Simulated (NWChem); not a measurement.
diboron tetrachloride (B$_{2}$Cl$_{4}$); SMILES B(Cl)(Cl)B(Cl)Cl

```xyz
6

Cl    -1.0992     1.7323     1.0476
B      0.0000     0.8464     0.0000
Cl     1.0992     1.7323    -1.0476
B      0.0000    -0.8464     0.0000
Cl    -1.0992    -1.7323    -1.0476
Cl     1.0992    -1.7323     1.0476
```
Atoms are numbered in this order, from 1.

All runs: NWChem. Medium grid unless said otherwise, to which SCAN and Minnesota functionals are sensitive. Coordinates come from a B3LYP/6-31G* (spherical d) optimisation. B3LYP is NWChem's, with the RPA form of VWN correlation.

Task: Order these by “orbital gap (eV)”, lowest first: B3LYP/def2-SVP; CAM-B3LYP/def2-SVP; BLYP/def2-SVP; MPW1K/def2-SVP; LC-BLYP (range parameter 0.33 per bohr)/def2-SVP.

Result: BLYP/def2-SVP (4.32), B3LYP/def2-SVP (6.12), MPW1K/def2-SVP (8.17), CAM-B3LYP/def2-SVP (9.05), LC-BLYP (range parameter 0.33 per bohr)/def2-SVP (10.81)
